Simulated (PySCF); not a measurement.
WO2F, SMILES [W+]([F])(=[O])=[O], charge +1, multiplicity 1.

Geometry optimised at r2SCAN-D4/def2-TZVP. The spin state was assumed, not searched. The isomer is the one that the SMILES or the coordinates give; other isomers of the formula were not compared. The def2 effective core potentials stand for the cores of W; spin–orbit coupling is left out.

Two levels are set side by side: TDDFT-PBE/def2-SVPD (PySCF) and TDDFT-M06-2X/def2-SVPD (PySCF). Vertical, same geometry. The lowest singlet is HOMO→LUMO 100 % with PBE and HOMO→LUMO 95 % with the other functional; states are paired by order. Differences are taken from unrounded values.

| quantity | TDDFT-M06-2X | TDDFT-PBE | TDDFT-PBE minus TDDFT-M06-2X |
|---|---|---|---|
| lowest singlet excitation (eV) | 3.24 | 2.57 | -0.67 |
| lowest triplet excitation (TDA) (eV) | 3.08 | 2.40 | -0.69 |

A lower first singlet is the usual sign of a functional without exact exchange. Differences between two approximate levels are no errors against the true value.

Rough cost on one machine, each run with all the roots and properties that it gave: TDDFT-M06-2X against TDDFT-PBE about 9 times.
